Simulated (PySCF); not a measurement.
Isomers of [C3H5O2Si]- (charge -1). Method used: PBE0-D3(BJ)/def2-TZVP geometry optimisation, gas phase in PySCF 2.14.0. Energies are electronic, without zero-point or thermal terms, for one conformer each. No frequencies were run at this level. Point groups hold within 0.08 Å.

Problem. Order them by energy at this level, lowest first, and give relative energies in kcal/mol.
A. `[O:1]=[C:2]([SiH3:3])/[CH:4]=[CH:5]/[O-:6]` (charge -1) with O1–C2–C4–C5 180°
B. `[O:1]=[CH:2]/[C:3]([SiH3:4])=[CH:5]\[O-:6]` (charge -1) with O1–C2–C3–Si4 0°

Solution. B (0.0), A (8.0).

```
              SMILES      E (Eh)  E rel (kcal/mol)  dipole about centre of mass (D)  point group     A, B, C (MHz)
O=C/C([SiH3])=C\[O-]  -557.01054               0.0                             1.84           Cs  3708, 2309, 1446
O=C([SiH3])/C=C/[O-]  -556.99772               8.0                             2.52           Cs  4737, 1798, 1323
```
